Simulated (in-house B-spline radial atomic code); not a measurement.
**Ionising Ni³⁺ with different functionals**

Computed with a B-spline radial code for spherical atoms: non-relativistic Hamiltonian, point nucleus, spin-polarised at highest spin, spherical fractional occupations for the functionals, the average over the highest-spin determinants for Hartree-Fock. The ionisation energy is the difference of two self-consistent energies, [Ar] 3d7 → [Ar] 3d6, without Breit or QED terms; ε is the level of the shell that loses the electron (its least bound occupied spin orbital).

Hybrids are left out here: with spherical fractional occupations of an open shell their exact exchange keeps a self-interaction that integer-occupation calculations don't have.

```csv
method,rung,ΔSCF (eV),-ε(3d) (eV)
Hartree-Fock,Hartree-Fock,52.48,55.50
LDA VWN5,LDA,55.84,45.80
LDA PW92,LDA,?,?
LDA exchange-only,LDA,53.70,43.77
PBE,GGA,55.41,45.38
PBEsol,GGA,55.37,45.34
BLYP,GGA,55.41,45.38
RPBE,GGA,55.28,45.25
PW91,GGA,55.56,45.51
BP86,GGA,?,?
AM05,GGA,55.40,45.37
OLYP,GGA,55.39,45.35
TPSS,meta-GGA,55.15,45.13
SCAN,meta-GGA,54.60,44.77
r2SCAN,meta-GGA,54.68,44.83
M06-L,meta-GGA,54.38,44.47
revTPSS,meta-GGA,54.93,44.94
```

(1) What does BP86 give?

(2) What does LDA PW92 give?

(3) How do they compare with the NIST value?

## Answers

(1) ΔSCF 55.52 eV, and -ε(3d) = 45.48 eV.

(2) ΔSCF 55.84 eV, and -ε(3d) = 45.79 eV.

(3) NIST lists 54.9 eV ± 0.25 (semi-empirical, ground level to ground level). Errors run from -2.44 to +0.92 eV; revTPSS is closest (+0.01 eV), though others lie within the uncertainty of it, and part of that can be cancellation, since the calculations leave out relativity, Breit-QED terms, multiplet and fine-structure energies. Hartree-Fock also lacks correlation.
